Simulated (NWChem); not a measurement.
System: AlBr2, doublet; SMILES [Br][Al][Br]

Here is an NWChem input.

```
start job
memory heap 200 mb stack 900 mb global 1100 mb
geometry units angstroms noautoz
  Al     0.656193     0.000000    -0.519549
  Br    -0.235154    -1.964304     0.186186
  Br    -0.235154     1.964304     0.186186
end
basis spherical
  * library 6-31g*
end
dft
  odft
  mult 2
  xc r2scan0
  iterations 150
  mulliken
end
task dft energy
```

Structure relaxed at the PBE0/def2-SVP, spin-unrestricted level. The spin multiplicity was typed, not searched, and may not be the lowest. No stability test was run on the SCF state.

What results follow from this input? (r2SCAN0/6-31G* (spherical d), spin-unrestricted.) Quantities: energy (Ha); highest occupied level (eV); lowest empty minus highest occupied level, either spin (eV); dipole (D); <S²>.


| Property | Value |
|---|---|
| energy (Ha) | -5390.14 |
| highest occupied level (eV) | -6.86 |
| lowest empty minus highest occupied level, either spin (eV) | 3.68 |
| dipole (D) | 1.63 |
| <S²> | 0.753 |
